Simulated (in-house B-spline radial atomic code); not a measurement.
# Ionising Al VIII (Al7+) with different functionals

Computed with a radial B-spline atomic code at the basis-set limit: scalar-relativistic (spin-free X2C) Hamiltonian, Fermi nucleus of rms radius 3.061 fm, spin-polarised at highest spin, spherical fractional occupations for the functionals, and exact exchange of hybrids averaged over the configuration. The ionisation energy is the difference of two self-consistent energies, [He] 2s2 2p2 → [He] 2s2 2p1, without Breit or QED terms; ε is the level of the shell that loses the electron (its least bound occupied spin orbital).

```tsv
method	rung	ΔSCF (eV)	-ε(2p) (eV)
PBE0	global hybrid	285.74	269.60
B3LYP	global hybrid	?	?
TPSSh	global hybrid	285.99	266.53
BHandHLYP	global hybrid	285.93	275.43
r2SCAN0	global hybrid	286.41	270.74
B97-1	global hybrid	285.74	268.69
HSE06	range-separated hybrid	285.76	269.15
wB97X	range-separated hybrid	?	?
CAM-B3LYP	range-separated hybrid	286.04	270.72
LC-wPBE	range-separated hybrid	285.85	269.87
```

**Question.** What does wB97X give?

**Answer.** ΔSCF 285.61 eV, and -ε(2p) = 271.13 eV.

**Question.** What does B3LYP give?

**Answer.** ΔSCF 286.13 eV, and -ε(2p) = 268.75 eV.

**Question.** Among the functionals, which spreads more, the ΔSCF values or the orbital energies?

**Answer.** The orbital energies: ΔSCF values span about 0.80 eV and the orbital energies 8.90 eV; here energy differences depend much less on the functional than eigenvalues do.

**Question.** How do they compare with the NIST value?

**Answer.** NIST lists 284.64 eV ± 0.07 (semi-empirical, ground level to ground level). Errors run from +0.97 to +1.77 eV. The correlated functionals all miss on the same side by more than they spread, so the cause is common to them (spin-orbit coupling, Breit-QED terms, multiplet and fine-structure energies, or a listed next ion that isn't the cheapest removal here) and closeness doesn't rank the functionals.
